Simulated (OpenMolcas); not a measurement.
# Pd2+: ligand-field states by method

Pd2+ with 6 ligands (fluoride) in octahedral coordination (Oh) at 2.17 Å. A charge of +0.667 e stands 2.6 Å behind each ligand. Ligand basis ANO-RCC-VDZP.
```
Pd    0.0000    0.0000    0.0000
F     2.1700    0.0000    0.0000
F     0.0000    2.1700    0.0000
F    -2.1700    0.0000    0.0000
F     0.0000   -2.1700    0.0000
F     0.0000    0.0000    2.1700
F     0.0000    0.0000   -2.1700
```

```
Program             : OpenMolcas 26.06
Basis               : ANO-RCC-VTZP [7s6p4d2f1g]
Scalar Hamiltonian  : DKH2, point nucleus
Active space        : 8 electrons in 5 orbitals (4d)
State averaging     : 2S+1 = 3 even, 10 roots; 2S+1 = 1 even, 15 roots
Spin-orbit coupling : state interaction with AMFI integrals over the reference wave functions
```

I. CASSCF
II. SS-CASPT2, IPEA 0.25 Eh, imaginary shift 0.1 Eh (closed shells correlated: 4s 4p and the ligand valence shells)
III. SS-CASPT2, IPEA 0.25 Eh, imaginary shift 0.2 Eh (closed shells correlated: 4s 4p and the ligand valence shells)

Spin-free states (labels of O, the rotations of Oh) in cm-1, each column counted from its own energy of the first state listed:

| State | Degeneracy | I | II | III |
| --- | --- | --- | --- | --- |
| 3A2 | 1 | 0 | 0 | 0 |
| 3T2 | 3 | 9695 | 11380 | 11380 |
| 1E | 2 | 13831 | 9600 | 9600 |
| 3T1 | 3 | 15830 | 16790 | 16800 |
| 1A1 | 1 | 22877 | 17400 | 17400 |
| 1T2 | 3 | 23267 | 21300 | 21300 |
| 3T1 | 3 | 26869 | 25400 | 25410 |
| 1T1 | 3 | 27590 | 24950 | 24960 |
| 1E | 2 | 35343 | 35160 | 35160 |
| 1T2 | 3 | 35753 | 35270 | 35270 |
| 1A1 | 1 | 59344 | 52690 | 52740 |

From I to II, I's first state of the same spin (3T2) moves from 9695 to 11380 cm-1, by about +1700 cm-1.

From I to II, I's first state of another spin (1E) moves from 13831 to 9600 cm-1, by about -4200 cm-1.

I: A least-squares ligand-field fit to the states below 45000 cm-1, each weighted by its degeneracy and with a free common offset, gives 10Dq = 9860 cm-1, B = 898 cm-1 and C = 3603 cm-1 (C/B = 4.01), with an rms deviation of 65 cm-1. The same method and metal basis give the free ion B = 953 cm-1 (fit to its terms below 60000 cm-1, rms deviation 8 cm-1), so the nephelauxetic ratio is β = 898 / 953 = 0.94; it hangs on how both fits weigh the states, and computed free-ion B values tend to be too large, so β mixes covalency with correlation.

χT at 300 K: I 1.57, II 1.49, III 1.49 cm3 K/mol.

Roots that are degenerate in the reference are averaged as groups; the widest CASPT2 spread within a group is 73 cm-1 (the 3-fold group of multiplicity 1 near 25000 cm-1 above the lowest state of its run, II). Shifts and gaps below about the spread of the groups concerned are not significant. Over all roots computed the reference weight is 0.69 in II, 0.69 to 0.70 in III; a low but even weight reflects the number of correlated electrons. Real 4d8 and 5d8 ions are as a rule square planar and diamagnetic. Ligand-to-metal charge-transfer states are missing. With no ligand orbital active B as a rule stays too high, so bands that hang on it stand too high and its fall with covalency is understated. Without dynamic correlation the repulsion within the d shell is too large (B by tens of per cent), so at a given field states of lower spin stand too high (holds for I). With metal d orbitals alone the field can be off either way by tens of per cent (holds for I). With one d shell and no ligand orbital active, 10Dq can be off by a tenth or more (holds for II; III). Free-ion shares, where given, are those of the reference states; single-state CASPT2 does not remix them (holds for II; III). No measured value stands beside these numbers; the geometry is a model, was not optimised and need not be the one that this ion takes.
